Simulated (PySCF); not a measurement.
Be(Et)(SeH) (C2H6BeSe), SMILES C[CH2][Be][SeH]. The structure is a stationary point at TPSSh-D3(BJ)/def2-SVP. The structure was generated by enumeration; whether it is a known compound was not checked. Other conformers were not sampled.

Computed equilibrium geometry at TPSSh-D3(BJ)/def2-SVP (PySCF confirms it by a frequency run) as Cartesian coordinates in Å (one conformer of several):
```xyz
10

Be    -0.0382    -0.5494    -0.3790
C     -0.6318    -1.7324    -1.4261
C     -2.0618    -1.5373    -1.9734
H     -0.5653    -2.7153    -0.9147
H      0.0764    -1.8236    -2.2763
H     -2.1551    -0.5954    -2.5389
H     -2.8060    -1.4997    -1.1605
H     -2.3613    -2.3552    -2.6509
Se     0.7077     0.8987     0.8656
H      0.0652     0.2488     2.0246
```
